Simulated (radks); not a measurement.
The nuclear charge of the iridium ion Ir2+ is varied continuously with 75 electrons held in [Xe] 4f14 5d7. Calculated with a radial shooting solver on a logarithmic mesh with Libxc functionals: scalar-relativistic Kohn-Sham, r2SCAN, spin-polarised, spherical densities, finite nucleus; open shells are filled with parallel spins first (spin-orbit coupling, left out, can overturn this in heavy ions); meta-GGA in the generalised Kohn-Sham scheme; Fermi nuclear charge, rms radius 5.4032 fm. By the Hellmann-Feynman theorem dE/dZ = E(electron-nucleus)/Z, the electronic potential at the nucleus (averaged over a nucleus of fixed radius). The scalar-relativistic energy here is not variational (the density holds large components alone), so the two differ by a part that grows with Z.

| Z | E (hartree) | E(electron-nucleus)/Z (hartree) | HOMO | e(HOMO) (eV) | <r> HOMO (bohr) |
|---|---|---|---|---|---|
| 76 | -17252.3638 | -562.351 | 5d | -10.817 | 1.835 |
| 76.5 | -17537.3057 | -568.039 | 5d | -16.586 | 1.717 |
| 77 | -17825.1536 | -573.738 | 5d | -22.965 | 1.625 |
| 77.5 | -18115.9153 | -579.452 | 5d | -29.887 | 1.549 |
| 78 | -18409.5998 | -585.183 | 5d | -37.305 | 1.484 |

The central difference of E at Z = 77 is -578.610 hartree, to compare with the third column; the second derivative is -11.7 hartree.
